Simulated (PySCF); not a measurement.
C3HBr2Cl, SMILES ClC=C=C(Br)Br. Atoms are numbered in the order given.

```xyz
7

Cl     3.5966     0.3827     0.0000
C      2.3274    -0.7888     0.0000
C      1.0574    -0.4765     0.0000
C     -0.2109    -0.1747     0.0000
Br    -1.1838     0.0566    -1.5957
Br    -1.1838     0.0566     1.5957
H      2.6807    -1.8251     0.0000
```

Geometry: PBE0-D3(BJ)/def2-SVP. The structure was generated by enumeration, and PubChem lists no compound with its InChIKey, so it may never have been made.

Two levels are set side by side: PBE/pcSseg-1 (PySCF) and KT2/pcSseg-1 (PySCF). GIAO shifts against HCl (³⁵Cl), TMS (¹H), TMS (¹³C) at the same level; non-relativistic, no solvent, atoms listed together averaged. Without spin–orbit terms, shifts of atoms bonded to Cl or Br come out too high at both levels. Differences are taken from unrounded values.

```csv
quantity,KT2
δ(³⁵Cl) of Cl1 (ppm),249.0
δ(¹³C) of C2 (ppm),101.4
δ(¹³C) of C3 (ppm),209.8
δ(¹³C) of C4 (ppm),114.3
δ(¹H) of H7 (ppm),6.75
```

What does PBE give, and how far is it from KT2? (The exact figures need the calculation; the answer reports its results.)


```json
[
 {"quantity": "δ(³⁵Cl) of Cl1 (ppm)", "PBE": "259.9", "PBE minus KT2": "10.9"},
 {"quantity": "δ(¹³C) of C2 (ppm)", "PBE": "108.9", "PBE minus KT2": "7.5"},
 {"quantity": "δ(¹³C) of C3 (ppm)", "PBE": "219.6", "PBE minus KT2": "9.8"},
 {"quantity": "δ(¹³C) of C4 (ppm)", "PBE": "122.9", "PBE minus KT2": "8.7"},
 {"quantity": "δ(¹H) of H7 (ppm)", "PBE": "6.82", "PBE minus KT2": "0.08"}
]
```

Rough cost on one machine, each run with all the roots and properties that it gave: KT2 against PBE within a factor of 2.
